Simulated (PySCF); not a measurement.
## CaSe at PBE0

Level: PBE0. PySCF, spin-free X2C with a Gaussian nucleus, basis sets Ca x2c-SVPall, Se x2c-SVPall.

```
state                                            : ¹Σ⁺ (singlet), closed shell
bond length                                      : 2.426 Å
harmonic wavenumber                              : 375 cm⁻¹
force constant                                   : 2.21 mdyn/Å
rotational constant Be                           : 0.1076 cm⁻¹
anharmonicity ωexe                               : 0.925 cm⁻¹
vibration–rotation constant αe                   : 0.000363 cm⁻¹
well depth De to Ca + Se                         : 3.12 eV
dissociation energy D0                           : 3.10 eV
HOMO–LUMO gap                                    : 2.37 eV
bond order (Mayer)                               : 2.19
dipole moment (positive dipole means Ca(−)Se(+)) : -9.89 D
```
